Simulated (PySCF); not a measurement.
Species: C2H9FN2Si.
Atom-mapped SMILES: `[CH3:1][CH2:2][NH:3][Si@H:4]([NH2:5])[F:6]` (hydrogens: H7, H8, H9 on C1; H10, H11 on C2; H12 on N3; H13 on Si4; H14, H15 on N5)

Structure used (PBE0-D3(BJ)/def2-SVP), in Å, numbered top down from 1:
```
atom  x, y, z in Å
C1    -2.2297    0.1645    0.5716
C2    -1.1694   -0.7676    0.0089
N3     0.1710   -0.3917    0.4035
Si4    1.5071   -0.1351   -0.6322
N5     2.5630    0.9617    0.1356
F6     0.8223    0.3762   -2.0255
H7    -2.0563    1.1963    0.2299
H8    -3.2392   -0.1430    0.2569
H9    -2.2109    0.1674    1.6739
H10   -1.3989   -1.8099    0.3050
H11   -1.2147   -0.7451   -1.0910
H12    0.3438   -0.4259    1.4021
H13    2.3439   -1.2935   -1.0487
H14    3.5482    0.9938   -0.0962
H15    2.2327    1.8328    0.5335
```

All values: wB97X-D/def2-SVPD (PySCF, non-relativistic), on one gas-phase PBE0-D3(BJ)/def2-SVP geometry that isn't relaxed in the solvent. The solvent is an IEF-PCM continuum (cavity from Bondi-type radii × 1.2), and excitations are vertical TDDFT with non-equilibrium linear response and a frozen core. Only the electrostatic response of the medium enters.

```json
{"run": "gas", "E − E(gas) (kJ/mol)": "0.00", "HOMO (eV)": "-8.86", "HOMO–LUMO gap (eV)": "11.11", "dipole (D)": "2.10", "lowest singlet (eV)": "6.75", "static polarisability (au)": "67.0"}
{"run": "P", "E − E(gas) (kJ/mol)": "-23.09", "HOMO (eV)": "-8.77", "HOMO–LUMO gap (eV)": "11.15", "dipole (D)": "2.67", "lowest singlet (eV)": "6.84", "static polarisability (au)": "88.0"}
{"run": "Q", "E − E(gas) (kJ/mol)": "-18.80", "HOMO (eV)": "-8.78", "HOMO–LUMO gap (eV)": "11.15", "dipole (D)": "2.56", "lowest singlet (eV)": "6.82", "static polarisability (au)": "83.2"}
```

Q: The runs were made in tetrahydrofuran and water. Which run belongs to which solvent?

A: P = water, Q = tetrahydrofuran. The dielectric constants are 7.426 (tetrahydrofuran), 78.36 (water), and the energy falls further as ε rises. The optical constants n² used for the excitations are 1.97, 1.78 in the same order. In this model the ground state sees the solvent through ε alone.

Q: How constant is the ratio of the lowering to (ε − 1)/(2ε + 1)?

A: 
```tsv
solvent	(ε − 1)/(2ε + 1)	E − E(gas) (kJ/mol)	ratio (kJ/mol)	polarisation term (kJ/mol)
tetrahydrofuran	0.405	-18.80	-46.4	-20.57
water	0.490	-23.09	-47.1	-25.81
```

The ratio changes by +1.5 % in size from tetrahydrofuran to water. The polarisation term is half the interaction of the solute with the induced surface charges.

wB97X-D is run here without its empirical dispersion term; that term would change no orbital, density or response property at a fixed geometry.
